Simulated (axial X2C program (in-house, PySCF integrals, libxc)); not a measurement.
**Bond lengths and stretching modes, held linear, of CoOH**

Calculated with an axial X2C code built on PySCF integrals: two-component X2C with atomic mean-field Coulomb and Gaunt terms, Gaussian nuclei, basis Co dyall-v3z, O dyall-av3z, H dyall-v3z with contracted cores. Spin-free rows use the one-electron spin-free X2C Hamiltonian.

Masses Co 58.933, O 15.995, H 1.008 u. States: 2c Ω = 4 (beyond evenly filled blocks: ω = 3/2, ω = 5/2); spin-free M_S = 2, Λ = 2 (beyond evenly filled blocks: σα, π+α, π-α, δ+α, δ+β, δ-α).

PBE0, spin-free: energies above the lowest point

```tsv
r(Co–O) (Å)	r(O–H) (Å)	E (meV)
1.6946	0.9282	53.51
1.6946	0.9520	33.67
1.6946	0.9758	44.95
1.7380	0.9282	19.14
1.7380	0.9520	0.00
1.7380	0.9758	12.07
1.7380	0.9996	50.51
1.7814	0.9282	31.65
1.7814	0.9520	12.98
1.7814	0.9758	25.58
1.8249	0.9520	62.95
1.8249	0.9996	115.32
```

Problem. Fit a quadratic surface with cubic terms in each bond: where is the minimum, and what are the two stretching wavenumbers?

Solution. At PBE0, spin-free: bonds 1.746 and 0.954 Å; harmonic stretches 699.2 and 3945.7 cm⁻¹; force constants 3.8, 8.69 and coupling 0.08 mdyn/Å.

The other levels and Hamiltonians give:

```
Hamiltonian  level  r(Co–O) (Å)  r(O–H) (Å)  lower stretch (cm⁻¹)  upper stretch (cm⁻¹)
         2c     HF        1.808       0.932                 657.6                4252.2
         2c  TPSSh        1.747       0.961                 692.0                3830.0
         2c    MP2        1.765       0.955                 680.8                3959.7
  spin-free     HF        1.808       0.932                 658.0                4252.1
  spin-free  TPSSh        1.747       0.961                 692.2                3829.9
  spin-free    MP2        1.764       0.955                 681.1                3958.9
```

Each state is one determinant, the lowest of a limited PBE0 search; the stretches come from a fit to these few points and carry an uncertainty of a few per cent. Other orders of the atoms were not compared. Left out for rough or failed fits: PBE0 2c. MP2 freezes inner shells (threshold -2 hartree). The molecule was held linear; bending was not examined, so a bent shape may lie lower. Open-shell Ω = 0 determinants with evenly filled partner blocks cannot be reached by this program, so the Ω shown need not be the lowest component. Note: functional without a current term on a determinant with orbital currents, of the molecule or an atom. Note: several unpaired electrons, one determinant need not be a pure state.
